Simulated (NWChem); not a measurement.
System: CHAlFNO; SMILES O=C=[N][AlH][F]

Parts of the log:

```
             Northwest Computational Chemistry Package (NWChem) 7.3.0
             --------------------------------------------------------

 CS  symmetry detected

                             Geometry "geometry" -> ""
                             -------------------------

 Output coordinates in angstroms (scale by  1.889725989 to convert to a.u.)

  No.       Tag          Charge          X              Y              Z
 ---- ---------------- ---------- -------------- -------------- --------------
    1 Al                  13.0000     0.51602400     1.19917912     0.00000000
    2 F                    9.0000    -0.80770859     2.22160096     0.00000000
    3 H                    1.0000     1.97438246     1.78953009     0.00000000
    4 N                    7.0000     0.19749782    -0.54854697     0.00000000
    5 C                    6.0000    -0.06119837    -1.73494375     0.00000000
    6 O                    8.0000    -0.30357645    -2.89047200     0.00000000

 Effective nuclear repulsion energy (a.u.)     178.0572247242

      Symmetry information
      --------------------

 Group name             Cs
 Group number              2
 Group order               2
 No. of unique centers     6

                                 NWChem DFT Module
                                 -----------------

 Summary of "ao basis" -> "ao basis" (spherical)
 ------------------------------------------------------------------------------
       Tag                 Description            Shells   Functions and Types
 ---------------- ------------------------------  ------  ---------------------
 Al                         pcseg-1                  8       18   4s3p1d
 F                          pcseg-1                  6       14   3s2p1d
 H                          pcseg-1                  3        5   2s1p
 N                          pcseg-1                  6       14   3s2p1d
 C                          pcseg-1                  6       14   3s2p1d
 O                          pcseg-1                  6       14   3s2p1d

      Symmetry analysis of basis
      --------------------------

        a'         57
        a"         22

            General Information
            -------------------
          SCF calculation type: DFT
          Wavefunction type:  closed shell.
          No. of atoms     :     6
          No. of electrons :    44
           Alpha electrons :    22
            Beta electrons :    22
          Charge           :     0
          Spin multiplicity:     1
          Use of symmetry is: on ; symmetry adaption is: on
          Maximum number of iterations: 150
          AO basis - number of functions:    79
                     number of shells:    35
          Convergence on energy requested:  1.00D-06
          Convergence on density requested:  1.00D-05
          Convergence on gradient requested:  5.00D-04

              XC Information
              --------------
                         B3LYP Method XC Potential
                     Hartree-Fock (Exact) Exchange  0.200
                        Slater Exchange Functional  0.800 local
                    Becke 1988 Exchange Functional  0.720 non-local
              Lee-Yang-Parr Correlation Functional  0.810
                  VWN I RPA Correlation Functional  0.190 local

             Grid Information
             ----------------
          Grid used for XC integration:  medium
          Radial quadrature: Mura-Knowles
          Angular quadrature: Lebedev.
          Tag              B.-S. Rad. Rad. Pts. Rad. Cut. Ang. Pts.
          ---              ---------- --------- --------- ---------
          Al                  1.25       88          10.0       590
          F                   0.50       49          11.0       434
          H                   0.35       45          11.0       434
          N                   0.65       49           9.0       434
          C                   0.70       49          11.0       434
          O                   0.60       49          13.0       434
          Grid pruning is: on
          Number of quadrature shells:   329
          Spatial weights used:  Erf1

      Superposition of Atomic Density Guess
      -------------------------------------

 Sum of atomic energies:        -508.36382611

      Non-variational initial energy
      ------------------------------

 Total energy =    -509.736918
 1-e energy   =   -1056.889460
 2-e energy   =     369.095317
 HOMO         =      -0.403747
 LUMO         =      -0.003148

      Symmetry analysis of molecular orbitals - initial
      -------------------------------------------------

  Numbering of irreducible representations:

     1 a'          2 a"

  Orbital symmetries:

     1 a'          2 a'          3 a'          4 a'          5 a'
     6 a'          7 a'          8 a'          9 a"         10 a'
    11 a'         12 a'         13 a'         14 a'         15 a'
    16 a"         17 a'         18 a"         19 a'         20 a'
    21 a"         22 a'         23 a'         24 a"         25 a'
    26 a'         27 a"         28 a'         29 a'         30 a'
    31 a"         32 a'

     ---------------------------------------------
      Total Density - Mulliken Population Analysis
     ---------------------------------------------

    Atom       Charge   Shell Charges
 -----------   ------   -------------------------------------------------------
    1 Al  13    11.60   2.00  2.00  0.65  0.19  5.99  0.60  0.04  0.13
    2 F    9     9.75   2.00  0.97  0.98  3.66  2.13  0.00
    3 H    1     1.12   0.68  0.44  0.00
    4 N    7     7.98   2.00  0.88  0.74  2.62  1.73  0.01
    5 C    6     4.89   2.00  0.75  0.20  1.49  0.34  0.11
    6 O    8     8.66   2.00  0.95  0.88  3.06  1.77  0.02

[...]
```

Level: B3LYP/pcseg-1. The geometry was optimised at PBE-D3(BJ)/def2-SVP.

**Question.** Which NWChem input produces such a log?

**Answer.** Several could match; the one computed here: the input that was run:
```
start job
memory heap 200 mb stack 900 mb global 1100 mb
geometry units angstroms noautoz
  Al     0.523655     1.170590    -0.002134
  F     -0.784450     2.212928     0.000602
  H      1.990780     1.738803    -0.003878
  N      0.178720    -0.572115     0.000633
  C     -0.097902    -1.754461     0.000514
  O     -0.357741    -2.906189     0.000159
end
basis spherical
  * library pcseg-1
end
dft
  xc b3lyp
  iterations 150
  mulliken
end
task dft energy
```
